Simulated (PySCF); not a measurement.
**State search for LiIn**

Unrestricted PBE0; PySCF, scalar-relativistic core potentials, basis sets Li def2-SVP, In def2-SVP with ECP28. Outer shells of the fragments: Li 2s1; In 4d10 5s2 5p1.

Followed along the bond (rough minima from three points):

```
2Ms+1  unpaired  ⟨S²⟩ at the start  R at minimum (Å)  Te (eV)
    1      none               0.00              3.03     0.00
    3  σ ↑, π ↑               2.00              2.76     0.17
    1  σ ↑, π ↓               1.01              2.84     0.43
    3      σ ↑↑               2.00  none in the scan   ≤ 0.88
    3      π ↑↑               2.00  none in the scan   ≤ 0.98
```

Solutions found at the starting distance of 2.675 Å, counted from the lowest of them; the search is not exhaustive and high or unbound solutions are not listed, so other states can lie among these:

| 2Ms+1 | unpaired | term | E (eV) | ⟨S²⟩ | ⟨Lz²⟩ | μ (D) |
| --- | --- | --- | --- | --- | --- | --- |
| 1 | none | ¹Σ⁺ | 0.00 | 0.00 | 0.00 | -2.68 |
| 3 | σ ↑, π ↑ | ³Π | 0.03 | 2.00 | 1.00 | -4.25 |
| 1 | σ ↑, π ↓ | mixed | 0.31 | 1.01 | 1.00 | -4.24 |
| 3 | π ↑↑ | ³Σ⁻ | 0.92 | 2.00 | 0.00 | -4.96 |
| 3 | σ ↑↑ | ³Σ⁺ | 1.02 | 2.00 | 0.00 | 5.23 |
| 1 | π ↑↓ | mixed | 1.11 | 1.00 | 2.01 | -4.74 |
| 1 | none | mixed | 1.61 | 0.00 | 2.00 | -4.23 |
| 3 | π ↑↑ | mixed | 3.23 | 2.00 | 2.00 | 0.73 |

A term symbol is given only where ⟨S²⟩ and ⟨Lz²⟩ are close to those of a pure state; real π, δ and φ orbitals otherwise mix terms. A positive dipole means Li(−)In(+).

Compare the gap between the two lowest followed solutions at the starting distance with the gap between their minima.

At PBE0 the second solution (triplet, unpaired electrons σ ↑, π ↑) lies +0.03 eV from the first (singlet, closed shell) at 2.675 Å and +0.17 eV at the minima; the two curves relax by different amounts, since their minima lie near 2.76 and 3.03 Å.

Spin–orbit coupling is left out. Counting both spins, an empty level lies below a filled one in some of these solutions, because spin and occupation are held.
